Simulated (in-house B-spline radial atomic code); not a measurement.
Whole-atom quantities along the 53-electron series, configuration [Kr] 4d10 4f5 5s2. Computed with a radial B-spline atomic code at the basis-set limit: non-relativistic Hartree-Fock, average of the configuration, point nuclei.

This level leaves out relativity, spin-orbit splitting included, which matters for heavy ions.

```tsv
ion	Z	E/Z² (Eh)	Σ<r²> (bohr²)	n(0)/Z³ (bohr⁻³)	Lamb diamagnetic shielding (ppm)	repulsion over attraction
Eu10+	63	-2.6194	16.209	0.71155	6860.63	0.14609
Gd11+	64	-2.6334	15.065	0.71207	6995.3	0.14467
Tb12+	65	-2.6472	14.061	0.71259	7129.83	0.14324
```
